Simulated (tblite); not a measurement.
Compound: C₉H₉ (doublet state).
Cartesian coordinates in Å at the GFN2-xTB level; atoms count from 1:
```xyz
18
C9H9 angstrom
C      3.6545    0.2659   -0.5315
C      2.6020   -0.3254   -0.3716
C      1.4238   -0.9666   -0.1544
C      0.4107   -0.4625    0.8118
C     -0.8344    0.0426    0.0776
C     -1.5835   -0.9873   -0.5746
C     -2.2009   -1.8611   -1.1142
C     -1.5962    1.2085    0.6566
C     -0.7735    1.3970   -0.5795
H      4.5671    0.7590   -0.6838
H      1.1748   -1.8363   -0.7431
H      0.1042   -1.2702    1.4870
H      0.8316    0.3510    1.4055
H     -2.7465   -2.6203   -1.5894
H     -2.6719    1.2064    0.5597
H     -1.2398    1.6328    1.5837
H      0.1551    1.9431   -0.5045
H     -1.2858    1.5296   -1.5203
```

Computed values, GFN2-xTB/tblite, gas phase, harmonic and unscaled. Against measured fundamentals such values can be off by several per cent, at times by over 20. One conformer, not necessarily the lowest. Open shells enter through the occupations alone, without spin polarisation, and single modes of such species can be off by tens of per cent.

Harmonic wavenumbers (cm⁻¹): 27.7, 42.5, 129.8, 164.4, 179.3, 226.1, 313.8, 322.0, 347.9, 445.2, 469.5, 476.3, 492.4, 597.5, 644.5, 656.2, 668.6, 727.0, 800.8, 882.2, 917.6, 934.8, 956.9, 1007.0, 1054.6, 1065.7, 1083.2, 1139.8, 1146.3, 1171.3, 1248.0, 1273.8, 1354.4, 1375.8, 1432.1, 1455.3, 1479.6, 2110.2, 2279.8, 2915.9, 2987.8, 3077.4, 3083.9, 3088.0, 3091.5, 3108.4, 3393.5, 3398.2.

A = 2810, B = 1043, C = 868.9 MHz; mass 117.070 u (most abundant isotopes); point group C1, symmetry number 1; spin multiplicity 2.

**Question.** What is the zero-point energy?

**Answer.** Half the sum of the wavenumbers: 30622 cm⁻¹ = 366.33 kJ/mol.

**Question.** Give the ideal-gas entropy at 298.15 K and 1 bar in the rigid-rotor, harmonic-oscillator model (classical rotation).

**Answer.** Translation 168.26, rotation 122.27, vibration 128.56, spin (R ln 2) 5.76: S = 424.9 J/(mol K).

**Question.** And Cp and H(298.15 K) − H(0)?

**Answer.** Cp = 165.11 J/(mol K), of which vibrations give 131.86 (their classical limit is 48 R = 399.1); H(298.15 K) − H(0) = 29.53 kJ/mol without the zero-point energy, 19.62 from vibrations.

**Question.** Which modes carry the vibrational entropy at 298.15 K?

**Answer.** 27.7 cm⁻¹: 25.05; 42.5 cm⁻¹: 21.50; 129.8 cm⁻¹: 12.34; 164.4 cm⁻¹: 10.45; 179.3 cm⁻¹: 9.77; 226.1 cm⁻¹: 7.99 J/(mol K); the other 42 give 41.45 together.

**Question.** What must be added to the electronic energy to get the Gibbs energy at 298.15 K and 1 bar?

**Answer.** ZPE + [H(298.15 K) − H(0)] − T·S = 366.33 + 29.53 − 126.67 = 269.19 kJ/mol.

**Question.** Blend soft modes into free rotors: weight 1/[1 + (100 cm⁻¹/ν̃)⁴] for the oscillator and the rest for a rotor with moment μB/(μ + B), μ = h/(8π²ν), B = 10⁻⁴⁴ kg m². What vibrational entropy results?

**Answer.** 114.63 J/(mol K) in place of 128.56, which changes −T·S at 298.15 K by +4.15 kJ/mol.

**Question.** How do the functions run with temperature in this model?

**Answer.** 
| T (K) | S (J/(mol K)) | Cp (J/(mol K)) | H − H(0) (kJ/mol) | G − H(0) (kJ/mol) | ln q(vib) |
| --- | --- | --- | --- | --- | --- |
| 50 | 256.3 | 55.1 | 2.22 | -10.59 | 0.99 |
| 100 | 301.1 | 76.9 | 5.52 | -24.59 | 2.31 |
| 373.15 | 465.2 | 195.2 | 43.07 | -130.53 | 9.54 |
| 500 | 528.5 | 237.0 | 70.61 | -193.62 | 12.87 |
| 750 | 636.0 | 292.9 | 137.41 | -339.61 | 19.14 |
| 1000 | 725.6 | 329.2 | 215.46 | -510.14 | 24.88 |

q(vib) and H(0) count from the zero-point level.

Hindered rotation and anharmonicity are outside this model. Other conformers, if any are populated, would add a mixing term that is left out. The structure is chiral; the term R ln 2 for an equal mix with its mirror image is left out.
